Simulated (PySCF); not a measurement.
C5H6O2, SMILES C#C[C@H](C)C(=O)O.

Coordinates come from a B3LYP-D3(BJ)/def2-SVP optimisation. One conformer was computed; it need not be the lowest.

Method: SMD-B3LYP/6-31G* (PySCF).

Solvation free energies are E(SMD) − E(gas) at the gas-phase geometry, for 1 M in both phases. In vacuum the dipole moment is 1.16 D.

| solvent | ΔG(solv) (kcal/mol) | its non-electrostatic (CDS) part | dipole (D) |
|---|---|---|---|
| water | -5.8 | 6.1 | 1.66 |
| chloroform | -6.1 | 0.0 | 1.37 |
| methanol | -7.6 | 3.9 | 1.64 |
